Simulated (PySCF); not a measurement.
# ¹⁵N chemical shifts

Computed data (PySCF): NMR shieldings at PBE0/pcSseg-1/GIAO, coordinates at the GFN2-xTB level. No relativistic terms, a single conformation, isolated molecule, fast rotation and ring inversion assumed for equivalent nuclei.

Shieldings were converted by a linear fit to measured shifts: ¹⁵N (scatter 6.3 ppm rms vs CH3NO2, solution or neat liquid). Occasional misses reach two or three times the rms, and more in compound classes unlike the fitted ones.

**Question.** Give the ¹⁵N shifts of `CN[Si@@H]1[SiH2][SiH2]S[Si@@H]1C`, `C=CN(C)NCC`, `C[C@@]1(N)CCNC1`, `CN1C[Si@@H](S)[Si@@H]([SiH3])[SiH2]1`.

**Answer.** 
| compound | environment | δ (ppm) |
| --- | --- | --- |
| CN[Si@@H]1[SiH2][SiH2]S[Si@@H]1C | nitrogen bonded to C, Si, H | -387.1 |
| [CH2:1]=[CH:2][N:3]([CH3:4])[NH:5][CH2:6][CH3:7] | N3: nitrogen bonded to O or N | -279.5 |
| [CH2:1]=[CH:2][N:3]([CH3:4])[NH:5][CH2:6][CH3:7] | N5: nitrogen bonded to O or N | -289.5 |
| [CH3:1][C@@:2]1([NH2:3])[CH2:4][CH2:5][NH:6][CH2:7]1 | N3: amine nitrogen | -329.9 |
| [CH3:1][C@@:2]1([NH2:3])[CH2:4][CH2:5][NH:6][CH2:7]1 | N6: amine nitrogen | -332.2 |
| CN1C[Si@@H](S)[Si@@H]([SiH3])[SiH2]1 | nitrogen bonded to 2 C, Si, in a 5-membered ring | -376.7 |

**Question.** Match the shifts -28.8, -67.1, -98.8, -343.3, -378.0 ppm to `CN1C[Si@@H](S)[Si@H]([SiH3])[SiH2]1`, `CC#Cc1c(C)cccc1C#N`, `c1ccc(-c2ccncc2)cc1`, `CN([SiH2]P)c1ccccc1`, `C[Si](C)(C)c1ncccp1`.

**Answer.** -28.8: C[Si](C)(C)c1ncccp1 (pyridine-type ring nitrogen); -67.1: c1ccc(-c2ccncc2)cc1 (pyridine-type ring nitrogen); -98.8: CC#Cc1c(C)cccc1C#N (nitrile nitrogen); -343.3: CN([SiH2]P)c1ccccc1 (aniline-type nitrogen); -378.0: CN1C[Si@@H](S)[Si@H]([SiH3])[SiH2]1 (nitrogen bonded to 2 C, Si, in a 5-membered ring).
